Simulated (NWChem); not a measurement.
Species: GeSiH5 cation

```xyz
7

Si    -0.0001     1.6241    -0.0024
Ge    -0.0001    -0.7907    -0.0040
H     -1.2710     2.0086    -0.6634
H      1.2511     2.0052    -0.7021
H      0.0236     1.8608     1.4695
H     -1.2704    -1.6558     0.0295
H      1.2726    -1.6522     0.0299
```
Atoms are numbered in this order, from 1.

Program: NWChem. Medium grid unless said otherwise, to which SCAN and Minnesota functionals are sensitive. Coordinates come from a PBE0/def2-SVP optimisation. Hybrids' shares of exact exchange are those that their runs print; pure functionals count as 0. The functionals differ in more than this share.

```csv
row,share of exact exchange,highest occupied level (eV)
PBE/def2-SVP,0.00,-13.42
M06-L/def2-SVP,0.00,-13.61
TPSSh/def2-SVP,0.10,-14.03
B3LYP/def2-SVP,0.20,-14.33
BHandHLYP/def2-SVP,0.50,withheld
```

Fit a straight line of the last column on the one before it, predict the withheld value, and compare with the run.


1. Means of the 4 shown rows: x = 0.075, y = -13.848. Slope Σ(x − x̄)(y − ȳ)/Σ(x − x̄)² = -0.1148/0.02750 = -4.173; intercept -13.535.
2. The shown rows scatter about the line by 0.081 (root mean square); the largest residual is +0.12, at PBE/def2-SVP.
3. At x = 0.50 (BHandHLYP/def2-SVP; beyond the shown range) the line gives -15.62.
4. The run gives -15.54, +0.08 from the line, 1.0 times the scatter.
